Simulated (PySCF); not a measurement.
## Shapes and spin states of [PtO2]-

Method: B3LYP in PySCF with Pt def2-SVPD with ECP60, O def2-SVPD; scalar-relativistic core potentials, no spin–orbit coupling; density-fitted integrals.

Relaxations began from a few typed shapes and spin states; open shells are unrestricted. The search is not exhaustive: other isomers or separated fragments can lie lower, and high-lying points may rest on an excited occupation.

```json
{"spin": "doublet", "group": "D∞h", "bonds": "Pt–O 1.779 Å (×2)", "angles": "O–Pt–O 180.0°", "imaginary modes (cm⁻¹)": "none", "ΔE (kJ/mol)": "0.0", "ΔE with ZPE (kJ/mol)": "0.0"}
{"spin": "quartet", "group": "C2v", "bonds": "Pt–O 1.859 Å (×2)", "angles": "O–Pt–O 159.9°", "imaginary modes (cm⁻¹)": "none", "ΔE (kJ/mol)": "98.1", "ΔE with ZPE (kJ/mol)": "95.1"}
{"spin": "quartet", "group": "D∞h", "bonds": "Pt–O 1.843 Å (×2)", "angles": "O–Pt–O 180.0°", "imaginary modes (cm⁻¹)": "415i, 415i", "ΔE (kJ/mol)": "109.1", "ΔE with ZPE (kJ/mol)": "–"}
{"spin": "doublet", "group": "Cs", "bonds": "O–O 1.384 Å, Pt–O 1.931 Å, Pt–O 2.364 Å", "angles": "O–O–Pt 54.8°, O–O–Pt 89.4°, O–Pt–O 35.8°", "imaginary modes (cm⁻¹)": "none", "ΔE (kJ/mol)": "302.4", "ΔE with ZPE (kJ/mol)": "300.7"}
{"spin": "quartet", "group": "C2v", "bonds": "O–O 1.305 Å, Pt–O 2.268 Å (×2)", "angles": "O–O–Pt 73.3° (×2), O–Pt–O 33.4°", "imaginary modes (cm⁻¹)": "none", "ΔE (kJ/mol)": "308.5", "ΔE with ZPE (kJ/mol)": "305.4"}
{"spin": "doublet", "group": "C2v", "bonds": "O–O 1.368 Å, Pt–O 2.048 Å (×2)", "angles": "O–O–Pt 70.5° (×2), O–Pt–O 39.0°", "imaginary modes (cm⁻¹)": "547i", "ΔE (kJ/mol)": "317.9", "ΔE with ZPE (kJ/mol)": "–"}
```

The lowest minimum found is the doublet D∞h: Pt–O 1.779 Å (×2); O–Pt–O 180.0°.

Formally Pt is in oxidation state +3, d7, with 1 unpaired electron (the high-spin count would be 3). The Mulliken spin on Pt is 0.44, so most of the spin sits on the ligands and the formal count fails. The polar-tensor charge on Pt, 0.39, is far below the formal one.

For the lowest minimum: the spin densities have lower symmetry than the nuclear frame. Other spin states or occupations of the open shell can lie lower. The lowest empty level of this anion is unbound, so it and the gap depend on the basis. No spin–orbit coupling is included, which matters more the heavier the element.
